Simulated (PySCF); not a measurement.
The multiplicity is imposed and other spin states were not computed.

Z-matrix (Å, degrees):
```
Ti
O 1 1.7764
C 2 1.4033 1 152.40
H 3 1.1063 2 109.65 1 119.45
H 3 1.1069 4 108.45 2 -120.22
H 3 1.1073 4 108.71 5 -118.19
O 1 1.7798 2 112.11 3 131.03
C 7 1.4013 1 153.61 2 42.89
H 8 1.1070 7 109.94 1 -169.56
H 8 1.1071 9 108.62 7 120.53
H 8 1.1076 9 108.57 10 117.99
O 1 1.7822 2 113.16 3 7.81
C 12 1.4029 1 149.39 2 130.83
H 13 1.1069 12 110.09 1 -123.89
H 13 1.1070 14 108.30 12 120.21
H 13 1.1079 14 108.71 15 117.96
S 1 2.3453 2 104.59 3 -111.84
H 17 1.3598 1 92.19 2 171.49
```
Charge 0, spin multiplicity 1.

Question: What total energy, charge on the central atom (Mulliken) and HOMO–LUMO gap does TPSSh-D3(BJ)/def2-TZVP // TPSS-D3(BJ)/def2-SVP run with PySCF give?

Answer: 
| Item | Result |
|---|---|
| total energy | -1594.0841 Ha |
| charge on the central atom (Mulliken) | 1.40 e |
| HOMO–LUMO gap | 4.25 eV |
